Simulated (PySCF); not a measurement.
## How the method changes the constants of PbS⁻

State: ²Π (doublet), unpaired electrons π ↑. Set-up: PySCF, scalar-relativistic core potentials, basis sets Pb def2-SVPD with ECP60, S def2-SVPD. De refers to Pb + S⁻ in their high-spin ground configurations, without counterpoise correction. The functionals are run spin-unrestricted. A positive dipole points towards S; it is taken about the centre of mass and depends on that origin. Levels whose curve was spin-contaminated or gave no clean fit are not listed.

| Level | Re (Å) | ωe (cm⁻¹) | De (eV) | μ (D) |
| --- | --- | --- | --- | --- |
| LDA | 2.427 | 359 | 4.15 | -5.52 |
| PBE | 2.463 | 342 | 3.49 | -5.91 |
| r²SCAN | 2.442 | 356 | 3.33 | -5.98 |
| TPSSh | 2.445 | 354 | 3.31 | -6.10 |
| PBE0 | 2.430 | 364 | 3.24 | -6.12 |
| M06 | 2.447 | 357 | 3.70 | -5.76 |
| LC-ωPBE | 2.388 | 392 | 2.86 | -6.47 |

The bond length runs from 2.388 Å (LC-ωPBE) to 2.463 Å (PBE). De spans 2.86 eV (LC-ωPBE, range-separated hybrid) to 4.15 eV (LDA, local density).

Spin–orbit coupling is left out, which matters for elements this heavy, above all for dissociation energies. For an ion De counts to the pair picked by the measured ionisation energies or electron affinities, which need not be the lowest pair at this level. Counting both spins, an empty level lies below a filled one in some of these solutions, because spin and occupation are held. The highest Kohn–Sham level is positive in this anion. Much of that is self-interaction error, but it also means that the finite basis helps to hold the extra electron. The state was picked by a PBE0 search and need not be the measured ground state.

The whole job (state search and all levels along the bond) took about 5.4 min on 1 thread of Arm Neoverse N1 (shared host), peak memory 0.77 GiB.
